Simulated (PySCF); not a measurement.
C5H10SSi2, SMILES [SiH3]C[SiH2]c1cccs1, singlet at its GFN2-xTB optimised geometry (Å):

```
18

Si    -1.6233    -1.3412    -3.1811
C     -2.4021    -1.5362    -1.4574
Si    -1.1768    -1.7859    -0.0282
C      0.0072    -0.3331     0.0000
C      1.3704    -0.3331     0.0000
C      1.9442     0.9561     0.0000
C      1.0056     1.9366     0.0002
S     -0.5881     1.2967     0.0011
H     -0.7545    -0.1632    -3.2112
H     -2.6874    -1.1757    -4.1768
H     -0.8407    -2.5357    -3.5075
H     -3.0035    -0.6508    -1.2469
H     -3.0960    -2.3764    -1.4733
H     -0.3724    -2.9992    -0.2079
H     -1.8936    -1.8454     1.2547
H      1.9477    -1.2408    -0.0003
H      3.0035     1.1430    -0.0012
H      1.1478     2.9992     0.0003
```

Computed with B3LYP/def2-SVP (PySCF). Cells within 0.4 Å of a nucleus heavier than hydrogen are left out (blank, or x).

Map of the electrostatic potential (hartree/e), clipped to [-0.08, 0.12] on the plane z = 0.0 Å:

```
|0000000000000001000000000|
|0000000000001111110000000|
|0000000000011111111000000|
|0000000000111233211100000|
|0000000000112599521100000|
|0000000001234999921110000|
|0000000002588999931111000|
|00000000189999x9952211100|
|00000000499999xx999942110|
|0000000189xx9999999993110|
|0000001299999999xx9993110|
|0000111279999999999942110|
|000111236999x99x995211100|
|000112359999x99x994111000|
|0000113999999999995110000|
|0000015999999989996210000|
|000001599xx99536994110000|
|0000115999999312332100000|
|0000113999999301111100000|
|0000112478999300000000000|
|0000111222374100000000000|
|0000011110000000000000000|
|0000000000000000000000000|
|0000000000000000000000000|
|0000000000000000000000000|
```
Scale: ten equal steps from -0.004 (start of '0') to 0.120 (end of '9'), in the order '0123456789'; x runs from -5.50 to 5.50, y from -5.50 (bottom) to 5.50 (top).
